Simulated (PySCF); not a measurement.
**Co⁺ (cobalt, charge +1): UHF calculation**

Configuration: [Ar] 3d7 4p1, one real determinant (an excited configuration). Calculation: PySCF 2.14, in aug-cc-pwCVTZ-DK (10s9p7d4f3g, 127 functions); scalar relativity by spin-free X2C-1e.

- Total energy: -1391.451621 hartree
- One-electron energy: -1917.1865 hartree
- Hartree (Coulomb) energy: 584.2444 hartree
- Exchange energy: -58.5095 hartree
- ⟨S²⟩: 6.0041
- ⟨L²⟩: 13.981
- Sum of ⟨r⟩: 18.91 bohr
- Sum of ⟨r²⟩: 29.36 bohr²
- Traceless quadrupole moment −½Σ⟨3z² − r²⟩ along its main axis: -5.39 e·bohr²
- Langevin diamagnetic susceptibility: -23.3 ×10⁻⁶ cm³/mol

| shell | electrons | mean orbital energy (eV) | spread (eV) | rms radius, mean of both spins (bohr) |
| --- | --- | --- | --- | --- |
| 1s α | 1 | -7786.4 | 0 | 0.0649 |
| 1s β | 1 | -7786.4 | 0 | 0.0649 |
| 2s α | 1 | -976.45 | 0 | 0.276 |
| 2s β | 1 | -973.75 | 0 | 0.276 |
| 2p α | 3 | -834.20 | 0.238 | 0.249 |
| 2p β | 3 | -831.53 | 0.076 | 0.249 |
| 3s α | 1 | -139.66 | 0 | 0.832 |
| 3s β | 1 | -131.95 | 0 | 0.832 |
| 3p α | 3 | -97.300 | 0.421 | 0.889 |
| 3p β | 3 | -88.005 | 0.563 | 0.889 |
| 3d α | 5 | -29.439 | 1.575 | 1.14 |
| 3d β | 2 | -25.780 | 0.143 | 1.14 |
| 4p α | 1 | -10.817 | 0 | 3.68 |

⟨L²⟩ = 13.98 against 20 for a pure G term, so this real determinant mixes terms.

Densities and radii are taken from the X2C orbitals without a picture-change correction, which distorts them close to the nucleus.

Spin-orbit constants ζ (cm⁻¹) from the X2C one-electron operator on these orbitals: bare nucleus, nucleus screened by l(l+1)(2l+1)/3 electrons, and screened by the Breit-Pauli mean field of the electrons.

```
shell   bare  screened nucleus  mean field
   2p  83760             77560         n/a
   3p  10310              9549         n/a
   3d  953.4             600.3         n/a
   4p  398.9             369.4         n/a
```

To first order the Landé constant is A = -89.46 cm⁻¹, so the lowest level has J = 6 and lies 0.0887 eV below the centre of the term. This holds in LS coupling only.
